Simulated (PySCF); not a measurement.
Level of theory: PBE-D3(BJ)/def2-TZVP // B3LYP-D3(BJ)/def2-TZVP (PySCF). Gas-phase values, no solvent. One relaxed conformer stands for a flexible species; it need not be the lowest. Excitations are Tamm–Dancoff values on a coarser integration grid. The basis has no diffuse functions, so Rydberg states are missing or too high.

Reference species (SMILES): `[SiH3]B([SiH3])[SiH3]` (neutral, multiplicity 1).

The S1 excitation (TDA) comes out as 3.05 eV and the HOMO is -6.84 eV. The LUMO is -4.05 eV.

After one change: the S1 excitation (TDA) rises by 0.82 eV; the HOMO rises by 0.16 eV; the LUMO goes up by 0.98 eV.

Which change was made? The new species is one of these.
A) `[SiH3]B([SiH3])S` (Si–B–S–H torsion 1°)
B) `SB(S)S`
C) `[SiH3]B(S)S` (S–B–S–H torsion 180°, S–B–S–H torsion 180°)

A, `[SiH3]B([SiH3])S` (Si–B–S–H torsion 1°)
